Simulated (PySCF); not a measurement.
Species: ZnMe(nBu), C₅H₁₂Zn (singlet state).
Structure used (PBE0-D3(BJ)/def2-SVP), in Å, numbered top down from 1:
```
atom  x, y, z in Å
Zn1   -0.631    0.358    2.073
C2    -0.632    0.387    4.021
H3     0.368    0.614    4.423
H4    -0.941   -0.586    4.436
H5    -1.326    1.148    4.415
C6    -0.618    0.314    0.117
C7     0.306   -0.739   -0.499
C8     0.283   -0.799   -2.028
C9     0.800    0.456   -2.713
H10   -1.654    0.149   -0.237
H11   -0.347    1.322   -0.244
H12    1.349   -0.565   -0.173
H13    0.044   -1.740   -0.112
H14    0.879   -1.666   -2.359
H15   -0.752   -1.001   -2.359
H16    0.796    0.348   -3.808
H17    0.186    1.337   -2.469
H18    1.835    0.679   -2.405
```

Level of theory: delta-SCF UKS SCAN, pcX-2 on the ionised atom (unc-x2c-TZVPall on a metal), pcseg-1 elsewhere, spin-free X2C in PySCF 2.14.0. These are vertical core ionisation energies against the vacuum level, from separate self-consistent calculations with and without the core hole.

Some binding energies are withheld.

```json
{"atom(s)": "C2", "bonded to": "3 H and Zn", "level": "C 1s", "binding energy (eV)": "289.41"}
{"atom(s)": "C6", "bonded to": "C, 2 H and Zn", "level": "C 1s", "binding energy (eV)": "?"}
{"atom(s)": "C7", "bonded to": "2 C and 2 H", "level": "C 1s", "binding energy (eV)": "290.18"}
{"atom(s)": "C8", "bonded to": "2 C and 2 H", "level": "C 1s", "binding energy (eV)": "?"}
{"atom(s)": "C9", "bonded to": "C and 3 H", "level": "C 1s", "binding energy (eV)": "290.29"}
```

Task: What is the C 1s binding energy of C8?

Result: 290.17 eV (carbon bonded to 2 C and 2 H). The nearest listed C 1s value is that of C7; the shift against it is -0.01 eV.

Task: Fill in C 1s for C6.

Result: 289.29 eV (carbon bonded to C, Zn and 2 H). The nearest listed C 1s value is that of C2; the shift against it is -0.12 eV.

Lowest listed C 1s: C6, bonded to C, 2 H and Zn. Highest, 1.00 eV above it: C9, bonded to C and 3 H. The widest gap between neighbouring values is 0.76 eV, between 289.41 and 290.17 eV. The values 290.17 and 290.18 eV lie too close for their order to be trusted.

Task: What is the C 1s shift of C7 against C2?

Result: 290.18 − 289.41 = +0.77 eV, or +74 kJ/mol.

Not every level is listed. No level of zinc is listed. Geometry: PBE0-D3(BJ)/def2-SVP; no solvent, vibrations or thermal averaging. Metal 2p energies of this one-determinant scheme are less reliable than its 1s energies.
